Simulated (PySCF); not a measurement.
# How far are cheaper levels from CCSD(T)/CBS for SbBr?

PySCF; the state is a triplet (π ↑↑). The composite is CCSD(T) extrapolated to the basis-set limit from two correlation-consistent sets, with core-valence (CV) and scalar-relativistic (SR) terms as its label shows; it has no spin–orbit coupling and nothing beyond (T). Here it is CCSD(T)/CBS(DT). It gives Re = 2.489 Å, ωe = 261 cm⁻¹ and De = 2.63 eV to Sb + Br.

| level | basis | relativity | Re (Å) | ωe (cm⁻¹) | De (eV) |
| --- | --- | --- | --- | --- | --- |
| UHF | def2-TZVPPD | scalar-relativistic core potentials | 2.512 | 258 | 1.47 |
| UHF-MP2 | cc-pVDZ-PP | scalar-relativistic core potentials | 2.524 | 256 | 2.17 |
| UHF-MP2 | def2-SVP | scalar-relativistic core potentials | 2.527 | 260 | 2.23 |
| UHF-SCS-MP2 | cc-pVDZ-PP | scalar-relativistic core potentials | 2.534 | 252 | 2.09 |
| PBE | x2c-TZVPPall | spin-free X2C | 2.509 | 251 | 3.04 |
| TPSS | def2-TZVPPD | scalar-relativistic core potentials | 2.509 | 251 | 2.96 |
| PBE0 | def2-SVP | scalar-relativistic core potentials | 2.512 | 261 | 2.74 |
| M06 | cc-pVDZ-PP | scalar-relativistic core potentials | 2.517 | 258 | 2.93 |
| ωB97X | x2c-TZVPPall | spin-free X2C | 2.476 | 269 | 2.98 |
| B2PLYP | def2-TZVPPD | scalar-relativistic core potentials | 2.503 | 256 | 2.75 |

Q: Give the difference of each row from the composite.

A: 

```csv
level,basis,ΔRe (pm),Δωe (%),ΔDe (eV)
UHF,def2-TZVPPD,+2.3,-1.1,-1.16
UHF-MP2,cc-pVDZ-PP,+3.5,-1.9,-0.46
UHF-MP2,def2-SVP,+3.8,-0.4,-0.40
UHF-SCS-MP2,cc-pVDZ-PP,+4.5,-3.4,-0.54
PBE,x2c-TZVPPall,+2.0,-3.8,+0.41
TPSS,def2-TZVPPD,+2.0,-3.8,+0.33
PBE0,def2-SVP,+2.3,+0.0,+0.11
M06,cc-pVDZ-PP,+2.8,-1.1,+0.30
ωB97X,x2c-TZVPPall,-1.3,+3.1,+0.35
B2PLYP,def2-TZVPPD,+1.4,-1.9,+0.12
```

Q: Which rows come closest in De?

A: PBE0 in def2-SVP (+0.11 eV); B2PLYP in def2-TZVPPD (+0.12 eV), counted from the composite.

Correlated steps freeze the inner cores (8 to 13 orbitals); shallow outer-core shells are correlated. Correlated levels converge slowly with the basis: in double zeta they bind strong bonds too weakly, by up to about 1 eV, and carry superposition errors of some tenths. These are scalar-relativistic numbers at best; spin–orbit coupling would shift them, the dissociation energy most. B2PLYP dipoles, levels and charges come from its SCF part alone. The state is the lowest determinant that a PBE0 search found; another state may lie lower at other levels.
